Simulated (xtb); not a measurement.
xtb input:

```bash
xtb mol.xyz --gfn 2 --sp --chrg 1 --uhf 0
```
mol.xyz:
```
5

Si     1.35693360    -0.00146745    -0.04150920
Si    -1.05179259     0.00113746     0.03217480
H     -1.43164850     1.40291342    -0.25629229
H     -1.38277417    -0.43938540     1.40653663
H     -1.45755147    -0.95890811    -1.01956274
```

What final total energy does it print?

-4.49491 Eh (GFN2-xTB).
